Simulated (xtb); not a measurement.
xtb input:

```bash
xtb mol.xyz --gfn 2 --sp --chrg 0 --uhf 0
```
mol.xyz:
```
14

C      1.15986354    -0.62119031    -1.08798864
C     -0.03007364    -0.33227676    -0.18999581
C     -1.35226523    -0.48993365    -0.91990429
F     -0.01185908    -1.31557785     0.85008994
Si     0.11810173     1.34592791     0.71407442
H      2.09461085    -0.57888792    -0.52816558
H      1.06469614    -1.61758529    -1.52655696
H      1.21091142     0.10742148    -1.89950398
H     -1.42010487    -1.48775648    -1.36030109
H     -2.19486844    -0.35476616    -0.24116025
H     -1.43480719     0.24565810    -1.72248124
H      0.10833176     2.44105745    -0.28712797
H     -1.02947117     1.51441443     1.63329335
H      1.38886101     1.38805856     1.47148484
```

Question: Predict the final energy.

Answer: -17.47217 Eh (GFN2-xTB).
